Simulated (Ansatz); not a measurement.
**Strength of the Ga–S bond: GaH(CH3)2(SH2) → GaH(CH3)2 + H2S**

Species: GaH(CH3)2(SH2), singlet; GaH(CH3)2, singlet; H2S (hydrogen sulfide) `S`, singlet. 

Shapes, held fixed at every level: PBE0-D4/def2-TZVP. Flexible molecules stand in one conformer, not always the lowest. Programs: Ansatz 0.2.0. Electronic energies: no zero-point or thermal term.

```tsv
level	kind	ΔE (kJ/mol)	less CCSD(T)/def2-TZVPP
HF/def2-SVP	Hartree–Fock	+17.8	-22.9
PBE0-D4/def2-TZVPP	global hybrid	+43.0	+2.3
B2PLYP/def2-TZVPP	double hybrid	+30.4	-10.3
MP2/def2-TZVPP	perturbation theory	+43.4	+2.7
CCSD(T)/def2-SVP	coupled cluster or CI	+43.7	+3.0
CCSD/def2-SVP	coupled cluster or CI	+40.2	-0.5
CCSD/def2-TZVPP	coupled cluster or CI	+36.1	-4.6
CCSD(T)/def2-TZVPP	coupled cluster or CI	+40.7	0.0
```

The highest level, CCSD(T)/def2-TZVPP, gives ΔE = +40.7 kJ/mol; the levels span +17.8 to +43.7. A fragment pairs its electrons up again, so this isn't a typical strength of such a bond. The column of differences is taken from that level and isn't an error. No measured value is set beside it here. Relativity is left out for Ga unless named. Correlated rows may include outer-core shells of Ga, which these sets cover unevenly.
